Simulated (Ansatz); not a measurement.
Cost and result for the atomization energy of C2H6AlGaO (11 atoms, 13 bonds).

```json
{"atom": "Al1", "x (Å)": "0.285", "y (Å)": "-0.691", "z (Å)": "-1.422"}
{"atom": "O2", "x (Å)": "0.770", "y (Å)": "0.939", "z (Å)": "-1.055"}
{"atom": "C3", "x (Å)": "0.530", "y (Å)": "1.507", "z (Å)": "0.128"}
{"atom": "C4", "x (Å)": "-0.097", "y (Å)": "0.913", "z (Å)": "1.159"}
{"atom": "Ga5", "x (Å)": "-0.695", "y (Å)": "-0.901", "z (Å)": "0.898"}
{"atom": "H6", "x (Å)": "0.564", "y (Å)": "-1.363", "z (Å)": "-2.809"}
{"atom": "H7", "x (Å)": "0.715", "y (Å)": "-1.579", "z (Å)": "0.000"}
{"atom": "H8", "x (Å)": "0.901", "y (Å)": "2.531", "z (Å)": "0.189"}
{"atom": "H9", "x (Å)": "-0.230", "y (Å)": "1.486", "z (Å)": "2.068"}
{"atom": "H10", "x (Å)": "-1.421", "y (Å)": "-2.046", "z (Å)": "1.634"}
{"atom": "H11", "x (Å)": "-1.322", "y (Å)": "-0.795", "z (Å)": "-0.790"}
```

Total charge 0; spin multiplicity 1. Correlated methods include outer-core shells of Ga, which these sets cover unevenly. Scalar relativity is left out up to krypton. The bonds changed during the relaxation, so this is another structure than the one it started from. The structure was optimised at the PBE0-D4/def2-TZVP level. It is one conformer, not always the lowest. Program: Ansatz. All runs use 4 threads of an Arm Neoverse V1 on a shared host. Times are those of one run each, without the atoms' runs, and a repeat can differ threefold. Electronic energies, without spin–orbit coupling; frozen cores. CCSD(T)/CBS adds CCSD(T) − MP2 in def2-TZVPP to the MP2 limit, and its time is that of the two runs behind it. T1 = 0.015. With those shells the extrapolation isn't a true limit. B3LYP takes the VWN-RPA correlation (the form of Gaussian; ORCA's B3LYP/G).

CCSD(T)/CBS is a level of theory with its own doubt, some kJ/mol a heavy atom from the limit and from the frozen cores, so smaller differences don't rank the functionals.

```
                             level  functions  wall time  atomization (kcal/mol)  difference from CCSD(T)/CBS  per bond
   PBE-D4/def2-TZVPP (with forces)        267      3.5 s                   923.1                          9.9       0.8
                PBE0-D4/def2-TZVPP        267      4.6 s                   908.5                         -4.7      -0.4
 B3LYP-D4/def2-TZVPP (with forces)        267        7 s                   904.3                         -8.9      -0.7
r2SCAN-D4/def2-TZVPP (with forces)        267      7.5 s                   918.3                          5.1       0.4
                 B2PLYP/def2-TZVPP        267        8 s                   897.4                        -15.8      -1.2
                ωB97X-V/def2-TZVPP        267       12 s                   912.9                         -0.3       0.0
  ωB97M-V/def2-TZVPP (with forces)        267       17 s                   910.1                         -3.1      -0.2
                    MP2/def2-QZVPP        510       32 s                   919.4                          6.2       0.5
                CCSD(T)/def2-TZVPP        267      4 min                   892.7                        -20.5      -1.6
                 CCSD(T)/CBS(def2)          –    4.6 min                   913.2                          0.0       0.0
```

The D4 term adds +11.2 kcal/mol with B3LYP and +5.8 kcal/mol with PBE0; it sums over pairs of atoms, weighted by their polarisabilities, and B3LYP, whose exchange is more repulsive, gets the larger term. In def2-TZVPP, CCSD(T) changes the Hartree–Fock value by +233.8 kcal/mol (the triples alone add +15.4 kcal/mol) and MP2 by +248.3 kcal/mol; breaking electron pairs costs correlation energy, which Hartree–Fock lacks. From PBE to PBE0 (25 % exact exchange), in def2-TZVPP and without D4, the atomization energy moves by −13.5 kcal/mol: exact exchange takes away binding that semilocal exchange gives to molecules.
